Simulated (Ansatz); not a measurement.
Question: Predict a relaxed structure of (KH)3 ring (K₃H₃), charge 0, singlet, at r2SCAN-D4/def2-TZVP (Ansatz).

Answer: 
Cartesian coordinates in Å:
```
K -0.735 2.346 0.486
H -2.349 0.478 0.406
K -1.685 -1.853 -0.067
H 0.713 -2.276 -0.472
K 2.421 -0.493 -0.419
H 1.636 1.798 0.065
```
Point group D3h (tolerance 0.1 Å). This is one stationary point.
